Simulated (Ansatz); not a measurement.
`[SiH3][SiH2]I` + CH₃SH → `CS[SiH2]I` + SiH₄ at 500 K and 1 bar (cleavage of the Si–Si bond).

Program: Ansatz. Geometries: PBE0-D4/def2-TZVP. ΔE: electronic, gas phase. CCSD(T)/CBS adds triple-zeta CCSD(T) − MP2 to the extrapolated MP2 energy (def2 sets, frozen cores). This one scheme is used for every species. Elements past krypton have def2 core potentials. For I outer-core shells are correlated without core-valence functions, which leaves a few kJ/mol of doubt a bond. One conformer a species, not always the lowest.

```csv
species,CCSD(T)/CBS energy (Eh),H − E (kJ/mol),S (J/(mol·K))
`[SiH3][SiH2]I`,-878.63094,151.8,398.3
CH₃SH,-438.22835,145.1,283.7
`CS[SiH2]I`,-1025.41950,193.9,420.4
SiH₄,-291.46306,102.4,230.9
```

H − E and S are ideal-gas, rigid-rotor, harmonic terms from PBE0-D4/def2-TZVP, for one conformer and one mirror image of each species. 1 Eh = 2625.50 kJ/mol, R = 8.31446 J/(mol·K).

Q: By hand: ΔE, ΔH, ΔS and ΔG.

A: ΔE = (-1025.41950) + (-291.46306) − (-878.63094) − (-438.22835) = -0.02327 Eh = -61.1 kJ/mol. Δ(H − E) = 193.9 + 102.4 − 151.8 − 145.1 = -0.6, so ΔH = -61.7 kJ/mol. ΔS = 420.4 + 230.9 − 398.3 − 283.7 = -30.7 J/(mol·K). ΔG = -61.7 − 500 × (-30.7)/1000 = -46.4 kJ/mol.

Q: By hand: the equilibrium constant, and the temperature at which ΔG would vanish if ΔH and ΔS stayed fixed.

A: log₁₀ K = −ΔG/(RT ln 10) = 4.8. ΔG = 0 at ΔH/ΔS = 2010 K.

ΔH outweighs TΔS. A doubt of 5 kJ/mol in ΔE shifts log₁₀ K by 0.5 here. Other conformers and mirror images would add mixing entropy, several J/(mol·K) or more a flexible species. These are equilibria of isolated gas molecules and say nothing of rates. Largest T1 diagnostic: 0.011 (customary marks: 0.02 for closed shells, 0.045 for open ones).
